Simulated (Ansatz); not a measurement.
Cartesian coordinates (Å):
```xyz
7

S     -1.5093    -1.0432     0.2088
B      0.1106    -0.3149    -0.1023
S      0.4716     1.4395    -0.2922
S      1.4704    -1.4968    -0.2277
H     -2.2164     0.0963     0.2344
H     -0.7718     1.9186    -0.1317
H      2.4449    -0.5994    -0.4492
```
Charge 0, multiplicity 1.

These are frozen-core CCSD(T)/def2-TZVPP // PBE0-D3(BJ)/def2-TZVP (Ansatz, an electronic-structure program) values and carry that method's errors.

```
Item                             Value
----------------------  --------------
HF energy               -1219.15700 Ha
MP2 correlation energy     -0.63305 Ha
```

Question: Estimate the CCSD correlation energy, the (T) correction, the total energy and the T1 diagnostic.

Answer: 
The CCSD correlation energy comes out as -0.68645 Ha, the (T) correction is -0.03422 Ha and the CCSD(T) total energy comes out as -1219.87767 Ha. The T1 diagnostic comes out as 0.013.
